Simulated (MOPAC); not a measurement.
MOPAC input (PM6):

```
PM6 1SCF UHF MS=0.5 GEO-OK AUX(PRECISION=9) THREADS=1
CCl2F

C    -0.03656800 1   -0.45071900 1   -0.08291100 1
F    -0.12060900 1   -1.30458200 1    0.93195000 1
Cl   -1.43146400 1    0.54752800 1   -0.25057900 1
Cl    1.50822200 1    0.30221000 1   -0.21354400 1
```

Output:

```
 *******************************************************************************
 **                                                                           **
 **                              MOPAC v23.2.5                                **
 **                                                                           **
 *******************************************************************************
 ** MOPAC's Digital Object Identifier: https://doi.org/10.5281/zenodo.6511958 **
 **                                                                           **
 ** Please cite the open-source release paper for use of this MOPAC version:  **
 ** J. E. Moussa and J. J. P. Stewart (2026)                                  **
 ** MOPAC: An open-source semiempirical molecular orbital program             **
 ** J. Open Source Softw., 11(119), 8025, https://doi.org/10.21105/joss.08025 **
 *******************************************************************************

                              PM6 CALCULATION RESULTS

 *******************************************************************************
 *  PM6        - The PM6 Hamiltonian to be used
 *  GEO-OK     - OVERRIDE INTERATOMIC DISTANCE AND OTHER SAFETY CHECKS
 *  UHF        - UNRESTRICTED HARTREE-FOCK CALCULATION
 *  MS=        - IN MECI, MAGNETIC COMPONENT OF SPIN =  0.5
 *  1SCF       - DO 1 SCF AND THEN STOP
 *  AUX        - OUTPUT AUXILIARY INFORMATION
 *******************************************************************************
PM6 1SCF UHF MS=0.5 GEO-OK AUX(PRECISION=9) THREADS=1
 CCl2F

   ATOM   CHEMICAL          X               Y               Z
  NUMBER   SYMBOL      (ANGSTROMS)     (ANGSTROMS)     (ANGSTROMS)

     1       C         -0.03656800  *  -0.45071900  *  -0.08291100  *
     2       F         -0.12060900  *  -1.30458200  *   0.93195000  *
     3      Cl         -1.43146400  *   0.54752800  *  -0.25057900  *
     4      Cl          1.50822200  *   0.30221000  *  -0.21354400  *

          CARTESIAN COORDINATES

    NO.       ATOM           X           Y           Z

     1         C         -0.0366     -0.4507     -0.0829
     2         F         -0.1206     -1.3046      0.9320
     3        Cl         -1.4315      0.5475     -0.2506
     4        Cl          1.5082      0.3022     -0.2135

 General Reference for PM6:
 "Optimization of Parameters for Semiempirical Methods V: Modification of NDDO Approximations
 and Application to 70 Elements", J. J. P. Stewart, J. Mol. Mod., 13, 1173-1213 (2007)
 URL: https://link.springer.com/article/10.1007/s00894-007-0233-4

           Empirical Formula: C F Cl2  =     4 atoms

      MOLECULAR POINT GROUP   :   Cs

          UHF CALCULATION, NO. OF ALPHA ELECTRONS =   13
                           NO. OF BETA  ELECTRONS =   12

 -------------------------------------------------------------------------------
 PM6 1SCF UHF MS=0.5 GEO-OK AUX(PRECISION=9) THREADS=1
 CCl2F

     1SCF WAS SPECIFIED, SO BFGS WAS NOT USED
     SCF FIELD WAS ACHIEVED

                              PM6 CALCULATION
                                                       MOPAC v23.2.5 Linux

          FINAL HEAT OF FORMATION =        -37.80308 KCAL/MOL =    -158.16809 KJ/MOL

          COSMO AREA              =        103.34 SQUARE ANGSTROMS
          COSMO VOLUME            =         88.19 CUBIC ANGSTROMS

          IONIZATION POTENTIAL    =         10.284170 EV
          ALPHA SOMO LUMO (EV)    =        -10.284 -0.486
          BETA  SOMO LUMO (EV)    =        -11.692 -1.447
          NO. OF ALPHA ELECTRONS  =         13
          NO. OF BETA  ELECTRONS  =         12
          MOLECULAR WEIGHT        =        101.9154         POINT GROUP:  Cs

          MOLECULAR DIMENSIONS (Angstroms)

            Atom       Atom       Distance
           Cl     4   Cl     3     2.95014
           Cl     3    F     2     2.09074
            C     1   Cl     3     0.36540

          SCF CALCULATIONS        =          1

   ATOM   CHEMICAL          X               Y               Z
  NUMBER   SYMBOL      (ANGSTROMS)     (ANGSTROMS)     (ANGSTROMS)

     1       C         -0.03656800  *  -0.45071900  *  -0.08291100  *
     2       F         -0.12060900  *  -1.30458200  *   0.93195000  *
     3      Cl         -1.43146400  *   0.54752800  *  -0.25057900  *
     4      Cl          1.50822200  *   0.30221000  *  -0.21354400  *

                             CARTESIAN COORDINATES

   1    C       -0.036568000    -0.450719000    -0.082911000
   2    F       -0.120609000    -1.304582000     0.931950000
   3   Cl       -1.431464000     0.547528000    -0.250579000
   4   Cl        1.508222000     0.302210000    -0.213544000

           Empirical Formula: C F Cl2  =     4 atoms

      MOLECULAR POINT GROUP   :   Cs

          ALPHA EIGENVALUES
 -43.10585 -28.40009 -27.07582 -22.86047 -18.57536 -18.07855 -17.66123 -15.07933
 -13.77065 -12.22027 -12.13346 -11.76720 -10.28417  -0.48643   0.15864   2.02518
  85.53836  85.61985  85.75000  86.68853  86.74059  86.74320  86.83651  86.90706
  87.55440  87.58241

           BETA EIGENVALUES
 -43.00584 -27.95571 -26.58667 -22.19315 -18.49280 -17.89625 -17.33745 -14.89746
 -13.01828 -12.15858 -11.84307 -11.69175  -1.44730  -0.20901   0.73596   2.38206
  85.64529  85.72229  85.85034  86.77588  86.85579  86.86354  86.96815  86.99397
  87.62861  87.65802

              NET ATOMIC CHARGES AND DIPOLE CONTRIBUTIONS

  ATOM NO.   TYPE          CHARGE      No. of ELECS.   s-Pop       p-Pop       d-Pop
    1          C           0.199816        3.8002     1.31199     2.48819
    2          F          -0.123930        7.1239     1.96830     5.15563
    3         Cl          -0.037943        7.0379     1.99059     5.04066     0.00670
    4         Cl          -0.037943        7.0379     1.99059     5.04065     0.00670
 DIPOLE           X         Y         Z       TOTAL
 POINT-CHG.     0.023     0.189    -0.550     0.582
 HYBRID         0.018     0.311     0.656     0.727
 SUM            0.040     0.500     0.107     0.513

          ATOMIC ORBITAL ELECTRON POPULATIONS

     Atom    s        px        py        pz      x^2-y^2     xz        z^2       yz        xy
    1  C   1.31199   0.80445   0.78896   0.89478
    2  F   1.96830   1.96659   1.65701   1.53203
    3 Cl   1.99059   1.43621   1.67595   1.92850   0.00140   0.00079   0.00107   0.00055   0.00290
    4 Cl   1.99059   1.31654   1.79219   1.93192   0.00190   0.00094   0.00108   0.00035   0.00243

                    (SZ)    =    0.500000
                    (S**2)  =    0.754362

          ATOMIC ORBITAL SPIN POPULATIONS

    Atom   Total    s     px     py     pz   x^2-y^2  xz     z^2    yz     xy
         Atomic
    1  C  0.7438  0.167  0.006  0.193  0.378
    2  F  0.0374  0.000 -0.001 -0.010  0.048
    3 Cl  0.1094  0.001  0.004  0.076  0.028  0.000  0.000  0.000  0.000  0.000
    4 Cl  0.1094  0.001  0.016  0.062  0.031  0.000  0.000  0.000  0.000  0.000

 **********************
 *                    *
 * JOB ENDED NORMALLY *
 *                    *
 **********************

 == MOPAC DONE ==
```

The geometry given is a B3LYP-D3(BJ)/def2-TZVP minimum.
